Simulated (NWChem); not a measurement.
System: C$_{2}$H$_{6}$STe; SMILES CC[Te]S

NWChem input:

```
start job
memory heap 200 mb stack 900 mb global 1100 mb
geometry units angstroms
  Te     0.108599    -0.019940     0.582565
  C      0.754085    -1.490318    -0.900986
  C      1.419341    -0.857107    -2.102113
  H     -0.115569    -2.070351    -1.200850
  H      1.438221    -2.144189    -0.367647
  H      2.315587    -0.314082    -1.809879
  H      0.740612    -0.162220    -2.593091
  H      1.700345    -1.624131    -2.822812
  S     -1.359725     1.142984    -0.896015
  H     -2.469903     0.450290    -0.665837
end
basis spherical
  * library def2-svp
end
ecp
  Te library def2-ecp
end
dft
  xc pbe0
  iterations 150
end
driver
  maxiter 120
end
task dft optimize
```

Not confirmed as a minimum by frequencies. def2 effective core potentials on Te; no spin-orbit coupling.

The level has its own optimisation. Brackets give each atom's bonded neighbours.

Q: Predict the main results of this run. (PBE0/def2-SVP with def2 effective core potentials on Te.) Quantities: r C–Te (Å); r S–Te (Å); r C–C (Å); r C–H [C(CHHH)–H(C)] (Å); dipole (D).

A: 
```yaml
r C–Te (Å): 2.175
r S–Te (Å): 2.414
r C–C (Å): 1.513
r C–H [C(CHHH)–H(C)] (Å): 1.101
dipole (D): 1.87
```
